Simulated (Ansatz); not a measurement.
Molecule: sum formula SiICl2 (charge 0, doublet). It need not be the lowest isomer of its formula. 
Coordinates optimised at B3LYP-D3(BJ)/def2-TZVP (Ansatz, an electronic-structure program):
```
Si
Cl 1 2.0631
Cl 1 2.0631 2 108.36
I 1 2.4657 2 110.40 3 121.01
```
Charge 0, spin multiplicity 2.

Basis-set convergence of Hartree-Fock and CCSD correlation energies (hartree) with Ansatz. Cores are frozen in the correlated levels unless marked. UHF or UKS for open shells. No spin-orbit coupling. The frozen core is the preceding noble-gas configuration, with the filled d and f shells of earlier blocks. In def2 rows, elements after Kr have scalar-relativistic effective core potentials.

```tsv
basis	functions	E(HF)	E(corr, CCSD)
def2-SVPD	113	-1504.32439	-0.50345
def2-TZVPPD	209	-1504.74191	-0.65535
def2-QZVPPD	325	-1504.77623	-0.71591
```

Extrapolating the two largest sets (X = 3 and 4) as X^-3: E(corr) = (64·(-0.71591) - 27·(-0.65535))/37 = -0.7601 Eh, an estimate of the basis-set limit. The largest set recovers 94.2 % of it, the smallest 66.2 %.
